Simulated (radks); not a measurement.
Species: Zr I. Configuration: [Kr] 4d2 5s2.

Method: Dirac Kohn-Sham, BLYP, spin-unpolarised, spherical densities, point nucleus; open shells fill j = l - 1/2 first; computed with a radial shooting solver on a logarithmic mesh with Libxc functionals.

Energy parts (eV):
total: -97946.658
kinetic: 101226.788
electron-nucleus: -236367.374
Hartree: 40312.286
exchange-correlation: -3118.358

Orbitals (lengths in bohr, moments of r in powers of bohr):
1s1/2: occ. 2; eigenvalue (eV) -17820.61; <r^2> 0.001852; small-component weight 2.12e-02
2s1/2: occ. 2; eigenvalue (eV) -2468.522; <r^2> 0.03111; small-component weight 4.31e-03
2p1/2: occ. 2; eigenvalue (eV) -2259.956; <r^2> 0.02359; small-component weight 4.31e-03
2p3/2: occ. 4; eigenvalue (eV) -2174.043; <r^2> 0.02498; small-component weight 4.18e-03
3s1/2: occ. 2; eigenvalue (eV) -404.0372; <r^2> 0.2412; small-component weight 1.12e-03
3p1/2: occ. 2; eigenvalue (eV) -326.4225; <r^2> 0.2416; small-component weight 1.07e-03
3p3/2: occ. 4; eigenvalue (eV) -312.7443; <r^2> 0.2527; small-component weight 1.03e-03
3d3/2: occ. 4; eigenvalue (eV) -175.8257; <r^2> 0.2458; small-component weight 9.16e-04
3d5/2: occ. 6; eigenvalue (eV) -173.3270; <r^2> 0.2495; small-component weight 9.06e-04
4s1/2: occ. 2; eigenvalue (eV) -54.2036; <r^2> 1.668; small-component weight 2.37e-04
4p1/2: occ. 2; eigenvalue (eV) -33.3763; <r^2> 2.089; small-component weight 1.93e-04
4p3/2: occ. 4; eigenvalue (eV) -31.5896; <r^2> 2.189; small-component weight 1.86e-04
4d3/2: occ. 2; eigenvalue (eV) -3.4671; <r^2> 6.611; small-component weight 7.74e-05
4d5/2: occ. 0; eigenvalue (eV) -3.3391; <r^2> 6.793; small-component weight 7.58e-05
5s1/2: occ. 2; eigenvalue (eV) -4.2867; <r^2> 15.97; small-component weight 2.78e-05
5p1/2: occ. 0; eigenvalue (eV) -1.4016; <r^2> 31.78; small-component weight 1.40e-05
5p3/2: occ. 0; eigenvalue (eV) -1.3067; <r^2> 33.65; small-component weight 1.32e-05

The highest occupied level is 4d3/2 at -3.467 eV. The density falls to 0.001 e/bohr^3 at r = 5.08 bohr.
